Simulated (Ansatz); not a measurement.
Job for Ansatz (a quantum-chemistry and plane-wave program): U-r2SCAN/def2-TZVPP on TiB, 2S+1 = 6, a spin state set in the input, which need not be the lowest, a point of a bond scan (R = 2.035 Å).

Ansatz 0.2 input:
```yaml
crystal:
  periodic: [false, false, false]
  atoms:
    - {symbol: Ti, position_ang: [0.00000000, 0.00000000, 0.00000000]}
    - {symbol: B, position_ang: [0.00000000, 0.00000000, 2.03496200]}
basis:
  gaussian:
    orbitals: def2-TZVPP
    pivot_positions_ang: [[0.00000000, 0.00000000, 0.00000000], [0.00000000, 0.00000000, 2.03496200]]
hamiltonian:
  xc: {name: r2SCAN}
magnetization: {spin_polarized: true, initial_magnetization: 5}
output: {forces: true, orbitals: {seedname: ./end}}
```

The head of its log:

```
WARN ansatz: RAYON_NUM_THREADS=2 ignored (pool sized by the plan → 2); use --threads N
Functional definition: r2SCAN
integrals: 0.02 GiB planned
601 factors; their error is unknown
mean field: 0.33 GiB planned
mean field evaluation 1: about -23769.6614 eV, gradient 6.0e1 eV
mean field evaluation 2: about -23719.2505 eV, gradient 1.1e2 eV
```

Question: What total energy does the run end on?

Answer: -874.0595 hartree.
